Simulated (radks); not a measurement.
Rh2+, configuration [Kr] 4d6.5 5s0.5 (fractional occupations, a model configuration). Method: scalar-relativistic Kohn-Sham, PBEsol, spin-polarised, spherical densities, point nucleus; open shells are filled with parallel spins first (spin-orbit coupling, left out, can overturn this in heavy ions); computed with a radial shooting solver on a logarithmic mesh with Libxc functionals.

Unscreened Slater integrals over Kohn-Sham orbitals (eV). They are taken over the spin-up orbitals. Empty in this configuration: 5p.

\begin{tabular}{lr}
integral & value \\ \hline
F0(5s,5s) & 9.4797 \\
F0(5s,4d) & 11.362 \\
G2(5s,4d) & 2.0816 \\
F0(5s,4p) & 11.826 \\
G1(5s,4p) & 0.86475 \\
F0(5s,4s) & 11.948 \\
G0(5s,4s) & 0.56851 \\
F0(5s,5p) & 8.5535 \\
G1(5s,5p) & 5.5822 \\
F0(4d,4d) & 17.440 \\
F2(4d,4d) & 8.7125 \\
F4(4d,4d) & 5.6924 \\
F0(4d,4p) & 19.623 \\
F2(4d,4p) & 9.6372 \\
G1(4d,4p) & 12.077 \\
G3(4d,4p) & 7.3723 \\
F0(4d,4s) & 20.254 \\
G2(4d,4s) & 8.8011 \\
F0(4d,5p) & 9.7482 \\
F2(4d,5p) & 2.9939 \\
G1(4d,5p) & 1.2835 \\
G3(4d,5p) & 1.0821 \\
F0(4p,4p) & 22.847 \\
F2(4p,4p) & 11.991 \\
F0(4p,4s) & 23.861 \\
G1(4p,4s) & 16.188 \\
F0(4p,5p) & 10.053 \\
F2(4p,5p) & 2.2814 \\
G0(4p,5p) & 0.46860 \\
G2(4p,5p) & 0.59946 \\
F0(4s,4s) & 25.042 \\
F0(4s,5p) & 10.138 \\
G1(4s,5p) & 0.65468 \\
F0(5p,5p) & 7.8955 \\
F2(5p,5p) & 4.2712 \\
\end{tabular}

Derived for the open shells (J is the average intra-shell exchange parameter used in DFT+U). 4d: Racah B = F2/49 - 5 F4/441 = 0.1133 eV, C = 35 F4/441 = 0.4518 eV, C/B = 3.99, F4/F2 = 0.653, J = (F2 + F4)/14 = 1.029 eV.
